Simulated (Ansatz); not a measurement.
The pair A = HBr (SMILES Br) (first 2 atoms), B = H4OSi (SMILES O[SiH3]); geometry from B3LYP-D3(BJ)/def2-TZVP.
(charge 0, multiplicity 1):
```xyz
8

Br    -0.467    -1.377    -0.096
H      0.413    -0.308     0.254
O     -1.039    -0.114     3.187
Si     0.560     0.223     3.388
H     -1.286    -0.702     2.465
H      1.344    -0.970     3.789
H      0.642     1.262     4.432
H      1.163     0.742     2.127
```

Correlated levels freeze the cores. Filled d and f shells under p-block atoms count as core. MP2 and its Hartree–Fock in def2-QZVPPD are density fitted.

Codes used: Ansatz (a program for electronic structure). 

The counterpoise-corrected interaction energy is E(AB) − E(A in the pair's basis) − E(B in the pair's basis). Total energies (hartree):

| level | AB | A in the pair's basis | B in the pair's basis |
|---|---|---|---|
| HF/def2-TZVPPD | -2939.2124380 | -2573.0022598 | -366.2110141 |
| MP2/def2-TZVPPD | -2939.7710020 | -2573.1780562 | -366.5895297 |
| HF/def2-QZVPPD | -2939.2742217 | -2573.0512976 | -366.2237235 |
| MP2/def2-QZVPPD | -2939.8784977 | -2573.2444756 | -366.6301140 |
| CCSD(T)/def2-TZVPPD | -2939.8330693 | -2573.2036265 | -366.6262758 |

Q: Work out the counterpoise-corrected interaction energy at the basis-set limit: extrapolate the MP2 correlation part as X⁻³, take Hartree–Fock from the larger set, and add the CCSD(T) − MP2 difference of def2-TZVPPD.

A: 
1. Differences (1 hartree = 627.509 kcal/mol): HF/def2-TZVPPD 0.525; MP2/def2-TZVPPD -2.144; HF/def2-QZVPPD 0.502; MP2/def2-QZVPPD -2.452; CCSD(T)/def2-TZVPPD -1.987.
2. Correlation parts, MP2 less HF: -2.668 in def2-TZVPPD (X = 3), -2.954 in def2-QZVPPD (X = 4).
3. Limit (4³·(-2.954) − 3³·(-2.668))/(4³ − 3³) = -3.163; with HF/def2-QZVPPD it gives -2.661.
4. CCSD(T) less MP2 in def2-TZVPPD: 0.156.
Result: -2.50 kcal/mol, against -2.14 at MP2/def2-TZVPPD. It is an estimate of this method's limit, not of the exact value.
